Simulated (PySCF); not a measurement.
**Trend along the fifth-period p block: MGa molecules**

CCSD(T) with double-zeta basis sets in PySCF, for the lowest determinant that a PBE0 search found; no spin–orbit coupling. De refers to high-spin ground-configuration atoms.

| M | basis | reference, frozen orbitals | state (unpaired electrons) | Re (Å) | ωe (cm⁻¹) | De (eV) |
| --- | --- | --- | --- | --- | --- | --- |
| In | cc-pVDZ-PP | UHF, 8 | triplet (σ ↑, π ↑) | 2.907 | 142 | 1.12 |
| Sn | cc-pVDZ-PP | UHF, 8 | quartet (σ ↑, π ↑↑) | 2.708 | 182 | 1.88 |
| Sb | cc-pVDZ-PP | UHF, 8 | triplet (π ↑↑) | 2.813 | 172 | 1.33 |
| I | def2-SVP | RHF, 13 | singlet (closed shell) | 2.590 | 223 | 3.50 |

The shortest bond is that of GaI (2.590 Å), the longest that of InGa (2.907 Å). GaI is bound most strongly (3.50 eV) and InGa least (1.12 eV).

The rows differ in basis set, which adds steps of its own.

The state changes along the series, so neighbouring rows are not always alike in their bonding.

Correlated steps freeze the inner cores (8 to 13 orbitals); shallow outer-core shells are correlated. Correlated levels converge slowly with the basis: in double zeta they bind strong bonds too weakly, by up to about 1 eV, and carry superposition errors of some tenths. Spin–orbit coupling is left out, which matters for elements this heavy, above all for dissociation energies. Where the molecule has an RHF reference, its open-shell atoms are computed with UHF. States were picked by a PBE0 search and need not be the measured ground states.
